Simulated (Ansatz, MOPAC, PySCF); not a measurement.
Pair of molecules: boric acid (SMILES OB(O)O) (first 7 atoms) with NH3 (SMILES N); geometry from B3LYP-D3(BJ)/def2-TZVP, rigid monomers moved along the line of their centres of mass till H7···N8 is 1.74 Å.
(charge 0, multiplicity 1):
```xyz
11

O     -0.00238    -0.57182    -1.19767
B     -0.15521    -0.19618     0.11024
O     -1.36115     0.38326     0.47840
O      0.87794    -0.41176     0.96647
H     -0.78684    -0.37711    -1.71828
H     -1.39826     0.62139     1.40848
H      0.69824    -0.11936     1.88130
N      0.37237     0.40337     3.50482
H      0.27309     1.39666     3.68435
H     -0.34089    -0.07955     4.04030
H      1.27141     0.12010     3.88119
```

Counterpoise-corrected where a basis set is named; no monomer relaxation. Rows marked so take none.

Cores are frozen in the correlated methods. Rows in 3-21G, 6-311+G**, 6-31G* carry no dispersion term and start afresh at each structure (6-31G* with six Cartesian d functions). MP2/6-31G* freezes PySCF's default core. The state reached by AM1, PM7 isn't checked; PM7 holds dispersion and hydrogen-bond terms.

Programs: Ansatz (a quantum-chemistry and plane-wave program) with Gaussian orbitals; MOPAC for AM1, PM7 (differences of heats of formation); PySCF for 3-21G rows, 6-311+G** rows, 6-31G* rows, the dispersion terms. Each number belongs to the level named beside it.

Other levels give for the interaction energy: PBE/def2-TZVPPD -8.65; B3LYP/def2-TZVPPD -7.50; B3LYP-D3(BJ)/def2-TZVPPD -9.14; wB97M-V/def2-TZVPPD -8.63; CCSD(T)/aug-cc-pVDZ -7.34 kcal/mol.

Task: What do these common cheap choices give for the same quantity: AM1, PM7, HF/3-21G (no counterpoise), HF/6-31G*, HF/6-31G* (no counterpoise), B3LYP/6-31G*, B3LYP/6-311+G** (no counterpoise), MP2/6-31G*?

Result: AM1 -0.88; PM7 -7.14; HF/3-21G (no counterpoise) -16.01; HF/6-31G* -6.80; HF/6-31G* (no counterpoise) -8.47; B3LYP/6-31G* -9.38; B3LYP/6-311+G** (no counterpoise) -9.15; MP2/6-31G* -8.52 kcal/mol. They span -16.01 to -0.88 kcal/mol.
